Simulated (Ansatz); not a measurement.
Basis sets compared for the cluster K3⁺ (the lowest singlet isomer of a short search). Total charge 1; singlet. Geometry PBE/def2-TZVP. Ansatz on 4 threads of Intel Xeon 6975P-C on a shared host; times are rough, and most runs start from earlier orbitals.

| atom | x (Å) | y (Å) | z (Å) |
| --- | --- | --- | --- |
| K1 | -1.099 | -2.284 | -0.164 |
| K2 | -0.705 | 1.864 | -1.572 |
| K3 | 1.805 | 0.420 | 1.737 |

The 6-31G sets use Cartesian d functions. B3LYP takes the VWN-RPA correlation. The structure comes from a short search, and lower isomers may exist.

```csv
level,functions,energy (Eh),HOMO (eV),LUMO (eV),wall time
PBE/def2-SVP,72,-1798.7452,-6.04,-4.72,0.45 s
B3LYP/6-31G,87,-1799.5726,-6.36,-4.41,0.85 s
PBE0/def2-SVP,72,-1798.8924,-6.40,-4.21,0.55 s
```

Estimate the rows for PBE/def2-TZVP, B3LYP/def2-TZVP, PBE0/def2-TZVP (with forces).


```csv
level,functions,energy (Eh),HOMO (eV),LUMO (eV),wall time
PBE/def2-TZVP,99,-1798.9798,-6.00,-4.70,0.55 s
B3LYP/def2-TZVP,99,-1799.6751,-6.34,-4.41,0.75 s
PBE0/def2-TZVP (with forces),99,-1799.1231,-6.36,-4.19,1.1 s
```
